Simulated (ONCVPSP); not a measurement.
# Dy, ONCV: configuration errors across variants

- Element: dysprosium (Dy)
- Generator: ONCVPSP 4.0.1
- Type: optimised norm-conserving Vanderbilt (ONCV)
- Functional: PBE
- Relativity: scalar-relativistic
- Frozen core: [Kr] 4d10 4f9
- Valence charge: 11
- Reference configuration: 5s2 5p6 5d1 6s1 (charge +1)
- Partial waves: 5s+6s: rc 2.00 bohr, ncon 3, nbas 8, qcut 6.2 1/bohr, 2 projectors; 5p: rc 1.90 bohr, ncon 5, nbas 8, qcut 6.4 1/bohr, 2 projectors, debl 2.2 Ha; 5d: rc 1.90 bohr, ncon 3, nbas 7, qcut 4.6 1/bohr, local
- Local potential: the d channel
- Core correction: polynomial model core, fcfact 0.7

All-electron excitation energies from the reference (eV): (1) 5s2 5p6 5d1 6s2 -6.841; (2) 5s2 5p6 5d1 6s0 12.430; (3) 5s2 5p6 5d0 6s0 32.345; (4) 5s2 5p6 5d1 6s1.5 -4.080.

2 further variants failed, have other tests or too few solved ones, and are left out.

Errors AE − PS in meV (a dash: test not solved or not reliable):

| change | (1) | (2) | (3) | (4) | bound ghosts | GHOST(+) flags above zero |
| --- | --- | --- | --- | --- | --- | --- |
| base | -0.9 | -12 | -111 | +0.2 | none | none |
| s: qcut 4.5; p: qcut 4.7; d: qcut 3.4 | -1.5 | -13 | -109 | -0.1 | none | none |
| s: qcut 5; p: qcut 5.2; d: qcut 3.7 | -1.3 | -13 | -110 | 0.0 | none | none |
| s: qcut 5.5; p: qcut 5.7; d: qcut 4.1 | -1.1 | -12 | -110 | +0.1 | none | none |
| s: qcut 6.8; p: qcut 7; d: qcut 5 | -0.7 | -11 | -112 | +0.2 | none | none |
| s: qcut 7.2; p: qcut 7.4; d: qcut 5.4 | -0.6 | -11 | -112 | +0.2 | none | none |
| s: qcut 8; p: qcut 8.3; d: qcut 6 | -0.5 | -11 | -112 | +0.3 | none | none |

Q: Give the same row for: s: qcut 4; p: qcut 4.1; d: qcut 3.

A: -1.8, -13, -108, -0.2; bound ghosts: none; GHOST(+) flags above zero: p.
